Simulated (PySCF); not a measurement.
A structure optimised at B3LYP-D3(BJ)/def2-SVP, used in a PySCF frequency run:

```
C
H 1 1.1032
O 1 1.4468 2 106.91
C 3 1.3406 1 107.61 2 -114.73
C 4 1.3548 3 116.05 1 -0.27
H 5 1.0871 4 127.17 3 -179.24
H 4 1.0923 3 114.66 1 179.91
C 5 1.4626 6 126.08 4 -178.40
O 8 1.2128 5 130.94 6 0.75
C 1 1.5150 2 111.20 3 121.33
H 10 1.0995 1 111.39 2 -55.21
H 10 1.1002 11 109.34 1 -119.69
H 10 1.1006 11 108.94 12 -118.27
```
Charge 0, spin multiplicity 1.

**Question.** Write its SMILES and formula.

**Answer.** C[C@H]1OC=CC1=O, C5H6O2

**Question.** What are its rotational constants (standard atomic weights)?

**Answer.** 3.6838, 3.3863, 1.9186 GHz
